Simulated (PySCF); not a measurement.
# Polarisability and C₆ of S (sulfur, neutral)

[Ne] 3s2 3p4, high-spin 3P determinant. Calculation: PySCF 2.14, in dyall-av2z; the non-relativistic Hamiltonian (point nucleus). Coupled (time-dependent) response in atomic units; α is the mean over directions. A double-zeta set is small for polarisabilities.

```json
{"method": "UHF", "mean α (bohr³)": "17.74", "α xx, yy, zz": "16.62, 19.97, 16.62", "C₆ (like pair)": "122.8", "S(−4)": "79.39"}
{"method": "PBE", "mean α (bohr³)": "18.99", "α xx, yy, zz": "17.55, 21.88, 17.55", "C₆ (like pair)": "133.0", "S(−4)": "101.4"}
{"method": "PBE0", "mean α (bohr³)": "18.45", "α xx, yy, zz": "17.17, 21.03, 17.17", "C₆ (like pair)": "128.6", "S(−4)": "90.91"}
{"method": "B97-3", "mean α (bohr³)": "18.27", "α xx, yy, zz": "17.06, 20.69, 17.06", "C₆ (like pair)": "126.7", "S(−4)": "89.06"}
{"method": "BHandHLYP", "mean α (bohr³)": "18.01", "α xx, yy, zz": "16.80, 20.42, 16.80", "C₆ (like pair)": "124.4", "S(−4)": "85.43"}
```

S(−4) is the Cauchy moment in α(ω) = α(0) + S(−4) ω² + …

Reference α: 19.4 ± 0.1 bohr³ (recommended; Schwerdtfeger and Nagle, table of static dipole polarizabilities (2023 update)). Published C₆: 134.0 (Chu and Dalgarno (2004); Tang, Norbeck and Certain (1976)).

α(iu) at BHandHLYP:

```
u (hartree)  α(iu) (bohr³)
          0          18.01
     0.0500          17.80
      0.100          17.21
      0.200          15.32
      0.300          13.11
      0.500          9.210
      0.750          5.949
       1.00          4.017
       1.50          2.112
       2.00          1.282
       3.00         0.6148
       5.00         0.2398
```

A single London oscillator, α(iu) = α/(1 + u²/ω²), gives C₆ = (3/4) ω α². Matching the computed C₆ needs ω = 4 × 124.4 / (3 × 18.01²) = 0.511 hartree.

The components differ because the open shell of this determinant is not spherical; for a pure term their mean is the scalar polarisability.
